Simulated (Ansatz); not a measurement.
Reaction (formal exchange of groups at the Si–S bond): `C[SiH](O)S` + `O[SiH](F)F` → `C[SiH](O)[Si](O)(F)F` + H₂S

Isolated molecules relaxed with PBE0-D4/def2-TZVP in Ansatz; ΔE leaves out vibrations. CCSD(T)/CBS is the MP2 limit (def2-TZVPP, def2-QZVPP) plus CCSD(T) − MP2 in def2-TZVPP, frozen cores. This one scheme is used for every species. DFT in def2-TZVPP. Each species was taken in one conformer, which may not be the lowest.

```json
{"level": "PBE-D4", "ΔE (eV)": "0.78"}
{"level": "PBE0-D4", "ΔE (eV)": "0.85"}
{"level": "B2PLYP", "ΔE (eV)": "0.95"}
{"level": "r2SCAN", "ΔE (eV)": "0.93"}
{"level": "MP2/def2-TZVPP", "ΔE (eV)": "1.05"}
{"level": "SCS-MP2/def2-TZVPP", "ΔE (eV)": "1.02"}
{"level": "HF/def2-QZVPP", "ΔE (eV)": "1.04"}
{"level": "SCS-MP2/def2-QZVPP", "ΔE (eV)": "1.02"}
```

What does CCSD(T)/CBS give? (Best estimate.)

Ansatz gave: +0.95 eV. The listed levels differ from it by -0.17, -0.10, 0.00, -0.02, 0.10, 0.07, 0.09, 0.07 eV.

Largest T1 diagnostic among the species: 0.012.

The D4 term adds −0.04 eV with B3LYP and −0.03 eV with PBE0; it sums over pairs of atoms, weighted by their polarisabilities, and B3LYP, whose exchange is more repulsive, gets the larger term. From PBE to PBE0 (25 % exact exchange), in def2-TZVPP and without D4, ΔE moves by +0.06 eV.

B3LYP here is the variant with VWN-RPA as its local correlation; programs differ in this.
